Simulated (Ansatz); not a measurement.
Geometry optimisation, Ansatz, RKS PBE/def2-SVP.

The input (input.yaml):

```yaml
crystal:
  periodic: [false, false, false]
  atoms:
    - { symbol: Ta, position_ang: [0.0, 0.0, 0.0] }
    - { symbol: Cl, position_ang: [2.47, 0.0, 0.0] }
    - { symbol: Cl, position_ang: [0.0, 0.0, 2.47] }
    - { symbol: Cl, position_ang: [0.0, 0.0, -2.47] }
    - { symbol: Cl, position_ang: [-1.235, 2.139, 0.0] }
    - { symbol: O, position_ang: [-1.01, -1.7493, 0.0] }
    - { symbol: H, position_ang: [-1.6563, -1.7655, 0.776] }
basis:
  gaussian: { orbitals: def2-SVP }
hamiltonian:
  xc: pbe
relax:
  f_tol: 0.02
  max_steps: 40
```

Run as:

```bash
$ ansatz run input.yaml --threads 4 --pin off --max-ram 5120MiB --backend cpu --events-out ev --progress --plain --runs-dir out
```

**Question.** Where does it end, and by what steps?

**Answer.** The forces met the threshold. After 7 steps the energy has fallen by 0.879 eV; H7 moved furthest, 0.35 Å.

| step | energy less start (eV) | largest force component (eV/Å) | accepted |
| --- | --- | --- | --- |
| 0 | 0.0000 | 2.600 | yes |
| 1 | -0.7200 | 1.072 | yes |
| 2 | -0.7931 | 2.072 | yes |
| 3 | -0.8741 | 0.138 | yes |
| 4 | -0.8744 | 0.291 | yes |
| 5 | -0.8774 | 0.028 | yes |
| 6 | -0.8781 | 0.029 | yes |
| 7 | -0.8787 | 0.017 | yes |

```xyz
7
Properties=species:S:1:pos:R:3
Ta -0.032 0.064 -0.023
Cl 2.275 -0.066 0.040
Cl -0.111 0.009 2.345
Cl -0.045 -0.022 -2.362
Cl -1.074 2.128 -0.026
O -1.070 -1.521 -0.006
H -1.374 -1.968 0.808
```

Whether the end is a true minimum wasn't checked by a vibrational analysis.

Run time: 19 s on 4 threads of Arm Neoverse V1, on a shared host, peak memory 0.2 GiB.
